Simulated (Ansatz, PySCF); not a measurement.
System: sum formula HSO (charge 0, doublet). It need not be the lowest isomer of its formula. SMILES: S[O]
Geometry from a B3LYP-D3(BJ)/def2-TZVP (Ansatz, an electronic-structure program) optimisation:
```
S
O 1 1.5055
H 1 1.3768 2 104.45
```
Charge 0, spin multiplicity 2.

Wanted: atomisation energy (electronic, to ground-state atoms), in kcal/mol. Valence correlation only, unless marked. UHF or UKS for open shells. Spin-orbit coupling is left out. No relativistic terms. The coupled-cluster limit lacks core correlation, which all-electron functionals hold. Basis-set limits of correlation are two-point, X^-3; Hartree-Fock from the larger set.

```csv
level,program,atomisation energy (kcal/mol)
M06-L/def2-TZVPD,PySCF,189.3
TPSSh-D3(BJ)/def2-TZVPD,PySCF + dftd3,189.5
B2PLYP/def2-TZVPD,Ansatz,185.5
MP2/cc-pV(T+d)Z,Ansatz,179.3
"RI-MP2/CBS(cc-pV(T+d)Z,cc-pV(Q+d)Z)",Ansatz,190.2
CCSD/STO-3G,Ansatz,119.8
"CCSD(T)/CBS(aug-cc-pV(T+d)Z,aug-cc-pV(Q+d)Z)",Ansatz,187.8
```
